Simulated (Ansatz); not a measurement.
Geometry optimisation of the cluster Zr4⁺.

```yaml
crystal:
  periodic: [false, false, false]
  atoms:
    - {symbol: Zr, position_ang: [0.429250, -2.373700, 0.262420]}
    - {symbol: Zr, position_ang: [2.378810, 0.463750, 0.021220]}
    - {symbol: Zr, position_ang: [-0.428780, 2.373550, -0.255540]}
    - {symbol: Zr, position_ang: [-2.379280, -0.463600, -0.028100]}
basis:
  gaussian: {orbitals: def2-SVP}
total_charge: 1
magnetization: {spin_polarized: true, initial_magnetization: 1}
hamiltonian: {xc: r2scan, dispersion: d4}
scf: {lower_state_search: "off"}
output: {orbitals: {seedname: orbitals}}
relax: {f_tol: 0.02, max_steps: 100}
```

```sh
$ ansatz run in.yaml --threads 4 --pin off --events-out ev --progress --plain --max-ram 3916MiB
```

Shortened log:

```
Functional definition: r2SCAN
mean field -5105.61618952 eV, -187.6279342540 hartree, gradient 2.1e-6 eV, S^2 5.056770; 0 other end points of the search recorded, 0 dependent functions left out
relax step   1: F+E_penalty+E_count = -5105.64962928 eV  Δ(F+E_penalty+E_count) = +0.000e0 eV  max|allowed force component| = 1.915e0 eV/Å  Δτ_max = 0.0000 Å  (338 SCF iters, accepted)
mean field -5107.11943674 eV, -187.6831775703 hartree, gradient 1.6e-6 eV, S^2 4.639944; 0 other end points of the search recorded, 0 dependent functions left out
relax step   2: F+E_penalty+E_count = -5107.15351046 eV  Δ(F+E_penalty+E_count) = -1.504e0 eV  max|allowed force component| = 1.944e0 eV/Å  Δτ_max = 0.1998 Å  (180 SCF iters, accepted)
mean field -5108.35276530 eV, -187.7285015589 hartree, gradient 2.7e-6 eV, S^2 4.255746; 0 other end points of the search recorded, 0 dependent functions left out
relax step   3: F+E_penalty+E_count = -5108.38727034 eV  Δ(F+E_penalty+E_count) = -1.234e0 eV  max|allowed force component| = 1.295e0 eV/Å  Δτ_max = 0.1950 Å  (109 SCF iters, accepted)
mean field -5108.71786262 eV, -187.7419186381 hartree, gradient 3.0e-6 eV, S^2 3.654970; 0 other end points of the search recorded, 0 dependent functions left out
relax step   4: F+E_penalty+E_count = -5108.75212811 eV  Δ(F+E_penalty+E_count) = -3.649e-1 eV  max|allowed force component| = 5.531e-1 eV/Å  Δτ_max = 0.1949 Å  (98 SCF iters, accepted)
mean field -5108.89536157 eV, -187.7484416042 hartree, gradient 5.1e-6 eV, S^2 3.841527; 0 other end points of the search recorded, 0 dependent functions left out
relax step   5: F+E_penalty+E_count = -5108.92897973 eV  Δ(F+E_penalty+E_count) = -1.769e-1 eV  max|allowed force component| = 4.006e-1 eV/Å  Δτ_max = 0.1653 Å  (62 SCF iters, accepted)
mean field -5109.19789800 eV, -187.7595596127 hartree, gradient 2.5e-6 eV, S^2 3.705556; 0 other end points of the search recorded, 0 dependent functions left out
relax step   6: F+E_penalty+E_count = -5109.22722281 eV  Δ(F+E_penalty+E_count) = -2.982e-1 eV  max|allowed force component| = 9.625e-1 eV/Å  Δτ_max = 0.1953 Å  (68 SCF iters, accepted)
mean field -5109.63061621 eV, -187.7754617136 hartree, gradient 3.0e-6 eV, S^2 3.265976; 0 other end points of the search recorded, 0 dependent functions left out
relax step   7: F+E_penalty+E_count = -5109.65983706 eV  Δ(F+E_penalty+E_count) = -4.326e-1 eV  max|allowed force component| = 1.128e0 eV/Å  Δτ_max = 0.1948 Å  (73 SCF iters, accepted)
mean field -5109.77699298 eV, -187.7808409606 hartree, gradient 2.5e-6 eV, S^2 2.920620; 0 other end points of the search recorded, 0 dependent functions left out
relax step   8: F+E_penalty+E_count = -5109.80621262 eV  Δ(F+E_penalty+E_count) = -1.464e-1 eV  max|allowed force component| = 7.354e-1 eV/Å  Δτ_max = 0.1946 Å  (100 SCF iters, accepted)
mean field -5109.82145083 eV, -187.7824747564 hartree, gradient 3.4e-6 eV, S^2 3.047397; 0 other end points of the search recorded, 0 dependent functions left out
relax step   9: F+E_penalty+E_count = -5109.85070992 eV  Δ(F+E_penalty+E_count) = -4.450e-2 eV  max|allowed force component| = 3.033e-1 eV/Å  Δτ_max = 0.0991 Å  (92 SCF iters, accepted)
mean field -5109.98309230 eV, -187.7884149712 hartree, gradient 2.9e-6 eV, S^2 2.835368; 0 other end points of the search recorded, 0 dependent functions left out
relax step  10: F+E_penalty+E_count = -5110.01215801 eV  Δ(F+E_penalty+E_count) = -1.614e-1 eV  max|allowed force component| = 1.070e0 eV/Å  Δτ_max = 0.1931 Å  (140 SCF iters, accepted)
mean field -5110.35858580 eV, -187.8022141027 hartree, gradient 3.5e-6 eV, S^2 2.658806; 0 other end points of the search recorded, 0 dependent functions left out
relax step  11: F+E_penalty+E_count = -5110.38338738 eV  Δ(F+E_penalty+E_count) = -3.712e-1 eV  max|allowed force component| = 1.219e0 eV/Å  Δτ_max = 0.2000 Å  (117 SCF iters, accepted)
mean field -5110.72568173 eV, -187.8157046292 hartree, gradient 3.0e-6 eV, S^2 2.576181; 0 other end points of the search recorded, 0 dependent functions left out
relax step  12: F+E_penalty+E_count = -5110.75043905 eV  Δ(F+E_penalty+E_count) = -3.671e-1 eV  max|allowed force component| = 6.522e-1 eV/Å  Δτ_max = 0.1978 Å  (73 SCF iters, accepted)
mean field -5110.81501253 eV, -187.8189874756 hartree, gradient 2.7e-6 eV, S^2 2.574725; 0 other end points of the search recorded, 0 dependent functions left out
relax step  13: F+E_penalty+E_count = -5110.83978983 eV  Δ(F+E_penalty+E_count) = -8.935e-2 eV  max|allowed force component| = 4.490e-1 eV/Å  Δτ_max = 0.1470 Å  (92 SCF iters, accepted)
mean field -5110.83660540 eV, -187.8197809991 hartree, gradient 9.9e-6 eV, S^2 2.638374; 0 other end points of the search recorded, 0 dependent functions left out
relax step  14: F+E_penalty+E_count = -5110.86137828 eV  Δ(F+E_penalty+E_count) = -2.159e-2 eV  max|allowed force component| = 1.936e-1 eV/Å  Δτ_max = 0.0210 Å  (75 SCF iters, accepted)
mean field -5111.05815754 eV, -187.8279228898 hartree, gradient 9.6e-6 eV, S^2 2.766467; 0 other end points of the search recorded, 0 dependent functions left out
relax step  15: F+E_penalty+E_count = -5111.08293036 eV  Δ(F+E_penalty+E_count) = -2.216e-1 eV  max|allowed force component| = 7.968e-1 eV/Å  Δτ_max = 0.0989 Å  (111 SCF iters, accepted)
mean field -5110.93967947 eV, -187.8235689012 hartree, gradient 2.6e-6 eV, S^2 2.616799; 0 other end points of the search recorded, 0 dependent functions left out
relax step  16: F+E_penalty+E_count = -5110.96445127 eV  Δ(F+E_penalty+E_count) = +1.185e-1 eV  max|allowed force component| = 6.904e-1 eV/Å  Δτ_max = 0.1951 Å  (75 SCF iters, rejected (line search))
mean field -5111.15296957 eV, -187.8314071678 hartree, gradient 4.4e-6 eV, S^2 2.792712; 0 other end points of the search recorded, 0 dependent functions left out
relax step  17: F+E_penalty+E_count = -5111.17774764 eV  Δ(F+E_penalty+E_count) = -9.482e-2 eV  max|allowed force component| = 1.480e-1 eV/Å  Δτ_max = 0.0943 Å  (91 SCF iters, accepted)
mean field -5111.15651983 eV, -187.8315376375 hartree, gradient 8.0e-6 eV, S^2 2.787831; 0 other end points of the search recorded, 0 dependent functions left out
relax step  18: F+E_penalty+E_count = -5111.18129795 eV  Δ(F+E_penalty+E_count) = -3.550e-3 eV  max|allowed force component| = 5.457e-2 eV/Å  Δτ_max = 0.0235 Å  (67 SCF iters, accepted)
mean field -5111.15655207 eV, -187.8315388221 hartree, gradient 6.1e-6 eV, S^2 2.790512; 0 other end points of the search recorded, 0 dependent functions left out
relax step  19: F+E_penalty+E_count = -5111.18133019 eV  Δ(F+E_penalty+E_count) = -3.225e-5 eV  max|allowed force component| = 4.230e-2 eV/Å  Δτ_max = 0.0104 Å  (60 SCF iters, accepted)
mean field -5111.15695497 eV, -187.8315536285 hartree, gradient 7.7e-6 eV, S^2 2.789337; 0 other end points of the search recorded, 0 dependent functions left out
relax step  20: F+E_penalty+E_count = -5111.18173309 eV  Δ(F+E_penalty+E_count) = -4.029e-4 eV  max|allowed force component| = 3.255e-3 eV/Å  Δτ_max = 0.0054 Å  (54 SCF iters, accepted)
mean field -5111.15695659 eV, -187.8315536880 hartree, gradient 4.2e-6 eV, S^2 2.789276; 0 other end points of the search recorded, 0 dependent functions left out
relax step  21: F+E_penalty+E_count = -5111.18173470 eV  Δ(F+E_penalty+E_count) = -1.607e-6 eV  max|allowed force component| = 2.724e-4 eV/Å  Δτ_max = 0.0004 Å  (42 SCF iters, accepted)
Total energy: -5111.18177400 eV, -187.8324657112 hartree
Atom 0 at     0.190873    -1.269629     1.117010 Å, force     0.000030    -0.000165     0.000211 eV/Å
Atom 1 at     1.401453     0.180708    -0.927184 Å, force    -0.000225    -0.000006    -0.000129 eV/Å
Atom 2 at    -0.314424     1.422927     0.864571 Å, force     0.000058     0.000224     0.000191 eV/Å
Atom 3 at    -1.277902    -0.334007    -1.054397 Å, force     0.000137    -0.000053    -0.000272 eV/Å
Dipole moment:    -0.002219    -0.002777     0.057945 e Å
Checks for a lower state left out: stability, starts, cluster_reference, orbital_swaps, neighbouring_geometries, increment
```

It took 6.2 min on 4 threads of Arm Neoverse V1 on a shared host.

In the def2 sets Zr takes a core potential; there is no spin–orbit coupling. The charge 1 doublet is spin-contaminated (final ⟨S²⟩ up to 2.79, 0.75 for a pure state). The relaxation made no stability test and no search for a lower SCF solution. No other spin state of charge 1 was run. The structure comes from a short search, and lower isomers may exist.
